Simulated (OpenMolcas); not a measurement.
An OpenMolcas run meant for Mg+ (ANO-L-VDZP, non-relativistic; inactive shells 1s 2s 2p; intended active space 1 electron in 8 orbitals (3s 3p 4s 4p)). One step of its input:

```
&RASSCF
FileOrb=start.orb
Symmetry=1
Spin=2
nActEl=2 0 0
Inactive=2 3
Ras2=2 6
CIRoot=2 2 1
SDav=2
CIMx=300
Iter=63 100
PrWF=0.3
OrbListing=Nothing
MaxOrb=0
Atom
CIOnly
>>> COPY $Project.JobIph JOB001
```

Lines from the output:

```
--- SEWARD ---
Basis set label: MG.ANO-L...4S3P1D.

      Electronic valence basis set:
      ------------------
      Associated Effective Charge  12.000000 au
      Associated Actual Charge     12.000000 au
      Nuclear Model: Point charge

      Shell  nPrim  nBasis  Cartesian Spherical Contaminant
         s      17       4        X
         p      12       3        X
         d       5       1                 X
                  Atomic mean-field integrals
--- RASSCF ---

 Nr of active orbitals     NAC=   8
 Spin degeneracy         ISPIN=   2
 There can be no such wave function.
 ************************************************
--- Stop Module: rasscf at  /rc=_RC_INPUT_ERROR_ ---
.####################.
.# User input error #.
.####################.
```

What is wrong with the input?

nActEl holds one electron too many for this ion, which clashes with the multiplicity.
